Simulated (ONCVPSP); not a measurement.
# magnesium: one change to an ONCV potential, before and after

```
Element                 : Mg
Generator               : ONCVPSP 4.0.1
Type                    : optimised norm-conserving Vanderbilt (ONCV)
Functional              : LDA (Perdew-Zunger)
Relativity              : scalar-relativistic
Frozen core             : [Ne]
Valence charge          : 2
Reference configuration : 3s1 3p1
Partial waves           : 3s: rc 2.20 bohr, ncon 3, nbas 6, qcut 2.4 1/bohr, 2 projectors, debl 2 Ha; 3p: rc 2.90 bohr, ncon 4, nbas 7, qcut 2.3 1/bohr, 2 projectors, debl 3.9 Ha; d scattering state at 0.44 Ha: rc 2.25 bohr, ncon 4, nbas 8, qcut 4.9 1/bohr, 1 projector
Local potential         : polynomial inside 1.45 bohr (lpopt 5, dvloc0 0 Ha)
Core correction         : Teter function fitted to the true core (icmod 2), fcfact 0.55
```

Change: s: qcut 3.3.

Cutoffs: the cutoffs (Ha) at which the residual kinetic energy of the hardest occupied pseudo-wave falls to 1 and 0.1 mHa per electron; they do not see the model core or the augmentation charge, which bear on the density cutoff. Errors are all-electron minus pseudo energies relative to the spin-unpolarised reference configuration.

Problem. How do hardness, ghosts and transferability respond?

Solution. The potential gets softer (4.5 Ha and 17 Ha → 3.9 Ha and 5.6 Ha); both files keep a bound ghost (p); of the 4 tests that both files solve, the error grows in 0 and shrinks in 4 by more than 15 % and 0.3 meV (median size 2.7 → 1.2 meV).

| quantity | base | changed |
| --- | --- | --- |
| cutoff, loose | 4.5 Ha | 3.9 Ha |
| cutoff, tight | 17 Ha | 5.6 Ha |
| loose cutoff by channel | s 4.5 Ha, p 1.3 Ha | s 3.9 Ha, p 1.3 Ha |
| bound ghosts | p | p |
| GHOST(+) flags under 300 eV | s at 81.6 eV, p at 158.2 eV | s at 96.4 eV, p at 158.2 eV |
| error for 3s2 3p0, meV [ΔE -3.52 eV] | -3.7 | -1.0 |
| error for 3s1 3p0, meV [ΔE 4.55 eV] | +1.6 | +1.3 |
| error for 3s1.5 3p0, meV [ΔE -0.33 eV] | -1.7 | -0.7 |
| error for 3s0 3p1, meV [ΔE 8.94 eV] | -28 | -23 |
| s: phases at 2.23 bohr within 0.05 rad from the reference energy up to (Ha; the scan ends near 5) | 2.6 | 2.7 |
| p: phases at 2.94 bohr within 0.05 rad from the reference energy up to (Ha; the scan ends near 5) | n/a | n/a |
| d: phases at 2.28 bohr within 0.05 rad from the reference energy up to (Ha; the scan ends near 5) | 2.4 | 2.4 |
| rms error of d²Exc/dni dnj with the model core, mHa | 0.50 | 0.64 |

Base: The cutoffs count occupied waves only; projector 2 of the p channel, the hardest unoccupied one, needs 30 Ha at the loose tolerance. Changed file: The cutoffs count occupied waves only; projector 2 of the p channel, the hardest unoccupied one, needs 30 Ha at the loose tolerance. A true bound ghost makes a file unfit for plane-wave use even where its test errors are small: the radial tests pick states by their node count and pass the ghost by.
